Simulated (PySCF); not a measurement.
I2Mg, SMILES [Mg-]([I])[I], charge -1, multiplicity 2. Geometry optimised at B3LYP-D3(BJ)/def2-SVPD. The def2 effective core potentials stand for the cores of I; spin–orbit coupling is left out.

Computed equilibrium geometry at B3LYP-D3(BJ)/def2-SVPD (PySCF confirms it by a frequency run) as a Z-matrix, and its point group:
point group C2v.
```
Mg
I 1 2.7786
I 1 2.7786 2 118.19
```
Charge -1, spin multiplicity 2.
